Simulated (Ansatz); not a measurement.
stibine (SMILES [SbH3]) moved off its minimum; all values from Ansatz (an electronic-structure program), cores frozen in correlated methods. Elements past Kr take the def2 small-core potentials, without spin–orbit coupling.
(charge 0, multiplicity 1)
```xyz
4

Sb    -0.00331     0.00881     0.03269
H     -0.92159    -1.09447    -0.92550
H     -0.50292     1.34495    -0.89780
H      1.36673    -0.26814    -0.91657
```

Give the forces (eV/Å), the total energy and the dipole at CCSD(T)/def2-TZVPPD.


| atom | Fx | Fy | Fz |
|---|---|---|---|
| Sb1 | -0.339 | -0.237 | 0.234 |
| H2 | 0.042 | 0.121 | 0.104 |
| H3 | -0.012 | 0.105 | -0.126 |
| H4 | 0.309 | 0.011 | -0.212 |
Energy -241.1542 hartree, dipole 0.26 D.
